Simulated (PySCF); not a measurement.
## Calculated data, Ge2H4NO, AlGeH3NO, GeH5O2Si, BGe2H5O and others

Computed with PySCF 2.14.0. Calculation on a computer-drawn molecule: the log of a Hartree-Fock and frozen-core CCSD(T) single point meant for a local Hartree-Fock minimum, with one planted fault or none, to be diagnosed. Offsets are logged minus clean, where the clean run is the same molecule without the fault. The reference is restricted for singlets and unrestricted otherwise, and also for a bond in bohr or an excited solution. Adding or removing an electron swaps singlet and doublet. The excited solution moves the top pair (singlet) or top alpha electron (doublet) to the lowest empty orbital. Highest occupied and lowest empty are orbital energies over both spins, largest force is the largest gradient component, triples share is (T) over the correlation energy, the T1 limit is 0.02 restricted and 0.045 unrestricted, electrons count all cores, a negative frequency is imaginary (commonest isotopes), and the dipole is about the centre of nuclear charge; on germanium a core potential holds 10 electrons, which the energies leave out, and 3d is frozen in MP2 and coupled-cluster steps.

Common to all runs: meant charge 0; meant basis and core potential on germanium cc-pVDZ-PP ECP10MDF; logged SCF converged yes; possible faults no fault, one electron removed, one electron added, multiplicity raised by two, geometry at a saddle point, SCF held on an excited solution, minimal basis STO-3G, one bond length entered in bohr, all coordinates scaled.

```json
{"entry": 1, "formula": "Ge2H4NO", "logged_structure": {"atoms_angstrom": [["O", -2.6915, -1.2352, 2.4486], ["Ge", -1.6907, -0.1856, 1.4705], ["N", -0.6365, 0.8596, 2.2239], ["Ge", 0.5178, 2.0566, 1.4571], ["H", -3.2746, -1.81, 1.9734], ["H", -2.0094, -0.4592, 0.006], ["H", 0.171, 3.4784, 1.9467], ["H", 1.96, 1.7151, 1.887]]}, "given": {"meant_multiplicity": 2, "meant_basis": "cc-pVDZ", "logged_electrons": 83, "logged_basis_functions": 94, "logged_spin_squared": 3.7919, "logged_highest_occupied [eV]": -5.8963, "logged_lowest_empty [eV]": 0.18839, "logged_largest_force [hartree/bohr]": 0.090501, "logged_T1_diagnostic": 0.022546, "logged_D1_diagnostic": 0.1026, "logged_triples_share": 0.026521, "logged_CC_converged": "yes", "logged_dipole_magnitude [debye]": 2.4612, "logged_SCF_stable_within_its_kind": "yes", "logged_energy_HF [hartree]": -718.23796, "logged_energy_CCSD(T) [hartree]": -718.77276, "drawn_bonds_atom": [1, 2, 3, 1, 2, 4, 4], "drawn_bonds_other_atom": [2, 3, 4, 5, 6, 7, 8], "drawn_bonds_order": [1, 2, 1, 1, 1, 1, 1]}, "results": {"planted_fault": "multiplicity raised by two", "HF_energy_offset_from_clean_run [kcal/mol]": 59.6, "CCSD(T)_energy_offset_from_clean_run [kcal/mol]": 88.97}}
{"entry": 2, "formula": "AlGeH3NO", "logged_structure": {"atoms_angstrom": [["O", -1.3937, -3.4541, 3.3264], ["Ge", -1.4419, -2.2482, 1.9969], ["N", 0.1303, -1.3922, 1.9056], ["Al", 2.5951, 0.3928, 1.527], ["H", -0.7774, -3.2178, 4.0051], ["H", -1.7459, -3.0915, 0.7316], ["H", 3.8477, 1.2961, 1.367]]}, "given": {"meant_multiplicity": 2, "meant_basis": "cc-pV(D+d)Z", "logged_electrons": 63, "logged_basis_functions": 89, "logged_spin_squared": 2.0197, "logged_highest_occupied [eV]": -7.1924, "logged_lowest_empty [eV]": 0.93075, "logged_largest_force [hartree/bohr]": 0.035715, "logged_dipole_magnitude [debye]": 1.4358, "logged_SCF_stable_within_its_kind": "no", "logged_energy_HF [hartree]": -666.22442, "drawn_bonds_atom": [1, 2, 3, 1, 2, 4], "drawn_bonds_other_atom": [2, 3, 4, 5, 6, 7], "drawn_bonds_order": [1, 1, 2, 1, 1, 1]}, "results": {"planted_fault": "one bond length entered in bohr, row 3 of the drawn bonds", "HF_energy_offset_from_clean_run [kcal/mol]": 57.05}, "notes": ["coupled-cluster numbers left out as unreliable"]}
{"entry": 3, "formula": "GeH5O2Si", "logged_structure": {"atoms_angstrom": [["O", 1.5054, 0.6417, -0.9285], ["Ge", 1.5153, 0.7927, 0.8429], ["O", 0.6622, -0.7082, 1.3235], ["Si", 0.2334, 2.7999, 1.4115], ["H", 1.297, -0.2325, -1.2322], ["H", 0.7366, -0.9518, 2.235], ["H", 0.1608, 2.882, 2.8889], ["H", -1.1336, 2.7536, 0.8462], ["H", 0.9644, 3.975, 0.8899]]}, "given": {"meant_multiplicity": 2, "meant_basis": "cc-pV(D+d)Z", "logged_electrons": 67, "logged_basis_functions": 99, "logged_spin_squared": 0.8209, "logged_highest_occupied [eV]": -3.4864, "logged_lowest_empty [eV]": -1.0627, "logged_largest_force [hartree/bohr]": 0.044962, "logged_dipole_magnitude [debye]": 2.0529, "logged_SCF_stable_within_its_kind": "no", "logged_energy_HF [hartree]": -734.8022, "drawn_bonds_atom": [1, 2, 2, 1, 3, 4, 4, 4], "drawn_bonds_other_atom": [2, 3, 4, 5, 6, 7, 8, 9], "drawn_bonds_order": [1, 1, 1, 1, 1, 1, 1, 1]}, "results": {"planted_fault": "SCF held on an excited solution", "HF_energy_offset_from_clean_run [kcal/mol]": 107.3}, "notes": ["coupled-cluster numbers left out as unreliable"]}
{"entry": 4, "formula": "BGe2H5O", "logged_structure": {"atoms_angstrom": [["O", -0.8584, 3.3149, 2.2987], ["Ge", 0.3816, 3.1627, 3.5989], ["B", 1.6731, 2.2051, 2.2069], ["Ge", 1.6012, 0.1602, 1.7655], ["H", -1.662, 3.7355, 2.5698], ["H", 2.4702, 2.8515, 1.5795], ["H", 1.2859, -0.0534, 0.2785], ["H", 0.5469, -0.6025, 2.5835], ["H", 4.1782, -1.0632, 2.3247]]}, "given": {"meant_multiplicity": 1, "meant_basis": "cc-pVDZ", "logged_electrons": 82, "logged_basis_functions": 99, "logged_spin_squared": 0.9189, "logged_highest_occupied [eV]": -8.0916, "logged_lowest_empty [eV]": 0.5076, "logged_largest_force [hartree/bohr]": 0.0077538, "logged_T1_diagnostic": 0.038898, "logged_D1_diagnostic": 0.15877, "logged_triples_share": 0.032582, "logged_CC_converged": "yes", "logged_dipole_magnitude [debye]": 1.4806, "logged_SCF_stable_within_its_kind": "yes", "logged_energy_HF [hartree]": -689.08211, "logged_energy_CCSD(T) [hartree]": -689.57781, "drawn_bonds_atom": [1, 2, 3, 1, 3, 4, 4, 4], "drawn_bonds_other_atom": [2, 3, 4, 5, 6, 7, 8, 9], "drawn_bonds_order": [1, 1, 1, 1, 1, 1, 1, 1]}, "results": {"planted_fault": "one bond length entered in bohr, row 8 of the drawn bonds", "HF_energy_offset_from_clean_run [kcal/mol]": 60.09, "CCSD(T)_energy_offset_from_clean_run [kcal/mol]": 68.48}}
{"entry": 5, "formula": "ClGeHO", "logged_structure": {"atoms_angstrom": [["O", 0.4254, 1.0646, 1.2412], ["Ge", -0.9076, 0.7693, 0.3972], ["Cl", -2.1722, 0.8235, 1.9397], ["H", 1.1517, 1.0947, 0.7847]]}, "given": {"meant_multiplicity": 1, "meant_basis": "cc-pV(D+d)Z", "logged_electrons": 58, "logged_basis_functions": 65, "logged_spin_squared": 0.0, "logged_highest_occupied [eV]": -9.6771, "logged_lowest_empty [eV]": 1.5443, "logged_largest_force [hartree/bohr]": 0.14068, "logged_T1_diagnostic": 0.013382, "logged_D1_diagnostic": 0.04268, "logged_triples_share": 0.023249, "logged_CC_converged": "yes", "logged_dipole_magnitude [debye]": 2.4922, "logged_SCF_stable_within_its_kind": "yes", "logged_energy_HF [hartree]": -828.35191, "logged_energy_CCSD(T) [hartree]": -828.77778, "drawn_bonds_atom": [1, 2, 1], "drawn_bonds_other_atom": [2, 3, 4], "drawn_bonds_order": [1, 1, 1]}, "results": {"planted_fault": "all coordinates scaled, by -9.5 %", "HF_energy_offset_from_clean_run [kcal/mol]": 29.82, "CCSD(T)_energy_offset_from_clean_run [kcal/mol]": 37.41}}
{"entry": 6, "formula": "GeH5NOSi", "logged_structure": {"atoms_angstrom": [["O", 2.3039, 0.7744, 0.1274], ["Ge", 1.4148, -0.6636, -0.4475], ["N", 1.2956, -0.2436, -2.2496], ["Si", 0.5502, -1.1719, -3.5118], ["H", 2.559, 1.4595, -0.4745], ["H", 1.7101, 0.6268, -2.5451], ["H", 0.0056, -2.3993, -2.8892], ["H", 1.5189, -1.5521, -4.5679], ["H", -0.5529, -0.4307, -4.1692]]}, "given": {"meant_multiplicity": 1, "meant_basis": "cc-pV(D+d)Z", "logged_electrons": 65, "logged_basis_functions": 99, "logged_spin_squared": 0.7629, "logged_highest_occupied [eV]": -15.88, "logged_lowest_empty [eV]": -6.9632, "logged_largest_force [hartree/bohr]": 0.10457, "logged_T1_diagnostic": 0.033716, "logged_D1_diagnostic": 0.20084, "logged_triples_share": 0.027688, "logged_CC_converged": "yes", "logged_dipole_magnitude [debye]": 4.947, "logged_SCF_stable_within_its_kind": "yes", "logged_energy_HF [hartree]": -714.28317, "logged_energy_CCSD(T) [hartree]": -714.84823, "drawn_bonds_atom": [1, 2, 3, 1, 3, 4, 4, 4], "drawn_bonds_other_atom": [2, 3, 4, 5, 6, 7, 8, 9], "drawn_bonds_order": [1, 1, 1, 1, 1, 1, 1, 1]}, "results": {"planted_fault": "one electron removed", "HF_energy_offset_from_clean_run [kcal/mol]": 200.5, "CCSD(T)_energy_offset_from_clean_run [kcal/mol]": 221.1}}
```
